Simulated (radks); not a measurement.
Results of a calculation; reference values are marked as such.
Excited configurations of Ge: one electron is placed in a higher orbital outside [Ar] 3d10 4s2 4p1. The ground configuration is [Ar] 3d10 4s2 4p2. Level of theory: non-relativistic Kohn-Sham, TPSS, spin-polarised, spherical densities, point nucleus; open shells are filled with parallel spins first; meta-GGA in the generalised Kohn-Sham scheme (a radial shooting solver on a logarithmic mesh with Libxc functionals). Excitation = E - E(ground); binding = E(ion) - E, where the ion is the core of charge +1; n* = 1/sqrt(2 binding) in atomic units, and the quantum defect is n - n*.

outer orbital  excitation (eV)  binding (eV)  quantum defect  eigenvalue (eV)  <r> (bohr)
4d                       6.222         1.790           1.243           -0.745       8.813
5s                       4.787         3.226           2.946           -1.944       6.629
5d                       6.823         1.189           1.618           -0.650       16.10
6p                       6.760         1.253           2.704           -0.749       17.19
7d                       7.467         0.546           2.006           -0.355       39.56

The Delta-SCF ionisation energy is 8.013 eV (NIST Atomic Spectra Database: 7.899 eV, measured). Self-interaction in the functional shifts the binding energies and quantum defects, so they are the method's values and not measured ones. Open shells are spherical and high-spin; term and fine-structure splittings are not resolved.
